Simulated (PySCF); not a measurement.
Gas-phase reaction: 2 TaCl5 + 4 H + N2 ⇌ 2 TaCl4NH2 + Cl2. Level: ωB97X-V/def2-TZVP†; standard pressure 1 bar.

Computed with PySCF and rigid-rotor harmonic-oscillator thermochemistry at 1 bar. † marks an energy on the PBE0/def2-TZVP geometry and frequencies. Open shells (unrestricted): H (multiplicity 2); the rest are closed-shell singlets. Ta: scalar-relativistic def2 core potential, no spin-orbit coupling. TaCl4NH2: computed as isolated molecules; such fragments, hydroxides, amides, oligomers or adducts are transient or little studied in the gas. The harmonic model lacks anharmonicity and excited electronic states, which grow with temperature; levels with a mode under 35 cm⁻¹ are left out. Soft modes under 120 cm⁻¹ make the harmonic entropy rough for TaCl5, TaCl4NH2.

```json
[
 {"T (K)": "600", "1000/T (1/K)": "1.6667", "log10 K": "42.79"},
 {"T (K)": "800", "1000/T (1/K)": "1.2500", "log10 K": "26.21"},
 {"T (K)": "1000", "1000/T (1/K)": "1.0000", "log10 K": "16.20"},
 {"T (K)": "1200", "1000/T (1/K)": "0.8333", "log10 K": "9.50"},
 {"T (K)": "1400", "1000/T (1/K)": "0.7143", "log10 K": "4.70"},
 {"T (K)": "1600", "1000/T (1/K)": "0.6250", "log10 K": "?"}
]
```

Problem. Fit log10 K = a + b·(1000/T) to the five rows, get the mean ΔH° and ΔS°, and predict log10 K at 1600 K.

Solution. Means: 1000/T = 1.0929, log10 K = 19.880. Sums of products about the means: Sxy = 22.92387, Sxx = 0.573287, so b = Sxy/Sxx = 39.99 and a = 19.880 − (39.99)×1.0929 = -23.82.
ΔH° = −R ln 10 × 1000 K × b = −19.145 × (39.99) = -766 kJ; ΔS° = R ln 10 × a = -456 J/K. The run's own values go from -759 kJ and -447 J/K at 600 K to -774 kJ and -463 J/K at 1600 K.
Prediction at 1600 K: -23.82 + (39.99)×0.6250 = 1.17. The computed value is 1.09, 0.08 from the line.
For scale, ΔH°(298 K) is -747 kJ at this level, -750 kJ at ωB97M-V/def2-TZVP†, and runs from -885 to -494 kJ over the 16 levels computed.
